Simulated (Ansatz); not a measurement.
`C=[C]1[SiH2][GeH2]1`, relaxed with RKS PBE0-D4/def2-TZVP in the Gaussian-basis code of Ansatz from a PBE-D4/def2-SVP geometry. The force threshold is 0.005 eV/Å; the program also tests the step.

Total charge 0; spin multiplicity 1.

Start:

```xyz
10

C    -0.815    1.660   -0.013
C    -0.233    0.450   -0.033
Si    0.153   -1.033   -1.130
Ge    0.753   -0.821    1.135
H    -1.302    2.089   -0.910
H    -0.837    2.289    0.896
H     1.162   -0.850   -2.230
H    -0.993   -1.908   -1.559
H    -0.063   -1.487    2.268
H     2.173   -0.389    1.575
```

(1) By how much does the energy fall, and how many steps does the optimiser take? (Estimate.)

(2) Which bonds change most? (Best estimate.)

(3) Give the relaxed structure. (Best estimate.)

Answers

(1) Computed: 3.98 kJ/mol, in 5 steps, 1 of them rejected.

(2) The calculation gave: Si3–Ge4 from 2.352 to 2.327 Å; C2–Si3 from 1.885 to 1.861 Å; Si3–H7 from 1.504 to 1.485 Å; Si3–H8 from 1.504 to 1.485 Å.

(3) Ansatz gave: 
```xyz
10

C    -0.805    1.640   -0.014
C    -0.232    0.447   -0.038
Si    0.151   -1.020   -1.117
Ge    0.747   -0.815    1.123
H    -1.286    2.065   -0.895
H    -0.828    2.258    0.881
H     1.148   -0.839   -2.203
H    -0.982   -1.882   -1.540
H    -0.064   -1.470    2.246
H     2.151   -0.384    1.559
```
